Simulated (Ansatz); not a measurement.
Basis-set extrapolation for C₂H₆FNSi (`N/C(F)=C/[SiH3]`) (PBE0-D4/def2-TZVP geometry, frozen core, Ansatz). Multiplicity 1, RHF reference.

```tsv
	def2-TZVPP	def2-QZVPP
HF	-522.141064	-522.160525
MP2 correlation	-0.903791	-0.972992
CCSD(T) correlation	-0.978705	not run
```

Energies in hartree. Use E(X) = E(∞) + A·exp(−7.88·√X) for Hartree–Fock and E(X) = E(∞) + B·X^(−2.97) for correlation, with X = 3 and 4, and add CCSD(T) minus MP2 of the smaller set to the MP2 limit.

**Question.** What is the CCSD(T) energy at the basis-set limit?

**Answer.** HF limit: -522.160525 + (-0.019461) × 0.13774 = -522.16321. MP2 limit: -0.972992 + (-0.069201) × 0.74074 = -1.02425. Higher-order term: -0.978705 − (-0.903791) = -0.07491. Total: -523.26237 hartree, 89.5 kcal/mol below CCSD(T)/def2-TZVPP.
